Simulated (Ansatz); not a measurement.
Isolated molecules relaxed with PBE0-D4/def2-TZVP in Ansatz; ΔE leaves out vibrations. CBS: MP2 limit from def2 TZ/QZ plus the TZ coupled-cluster correction, frozen cores. This one scheme is used for every species. DFT in def2-TZVPP. Elements past krypton have def2 core potentials. For Br, Hf outer-core shells are correlated without core-valence functions, which leaves a few kJ/mol of doubt a bond. Scalar relativity is left out up to krypton. Each species was taken in one conformer, which may not be the lowest.

Consider the ligand exchange at the Hf–O bond: `[OH][Hf]([OH])([F])[Cl]` + HBr → `[OH][Hf]([F])([Cl])[Br]` + H₂O.

CCSD(T)/CBS gives -0.34 eV.

Problem. Another level gave -0.31 eV. Which?
A. PBE-QIDH/def2-TZVPP
B. r2SCAN-D4/def2-TZVPP
C. CAM-B3LYP-D4/def2-TZVPP
D. BHLYP/def2-TZVPP

Solution. B. r2SCAN-D4 -0.31, BHLYP -0.27, CAM-B3LYP-D4 -0.19, PBE-QIDH -0.36 eV.

Largest T1 diagnostic among the species: 0.015.

At CCSD(T), def2-SVP lies +0.24 eV from the extrapolated value and def2-TZVPP +0.03 eV. From BLYP to BHLYP (50 % exact exchange), in def2-TZVPP and without D4, ΔE moves by −0.07 eV.
